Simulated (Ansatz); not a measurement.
Species: H9NSi3, SMILES `N[SiH]([SiH3])[SiH3]` (charge 0, multiplicity 1).

Problem. Give a relaxed geometry from PBE0-D3(BJ)/def2-TZVP run with Ansatz (a quantum-chemistry and plane-wave program).

Solution. One answer among several that fit: the end point of this relaxation, one of several conformers (outside a Z-matrix the atoms follow the SMILES, hydrogens last).
Z-matrix (Å, degrees):
```
Si
N 1 1.7289
H 2 1.0078 1 119.59
H 2 1.0078 3 110.65 1 -145.18
H 1 1.5002 2 115.32 3 -71.03
Si 1 2.3396 5 107.16 2 120.91
H 6 1.4877 1 110.96 5 168.55
H 6 1.4885 7 108.75 1 120.83
H 6 1.4908 7 108.20 8 117.40
Si 1 2.3396 5 107.16 2 -120.91
H 10 1.4877 1 110.96 5 -168.55
H 10 1.4885 11 108.75 1 -120.83
H 10 1.4908 11 108.20 12 -117.40
```
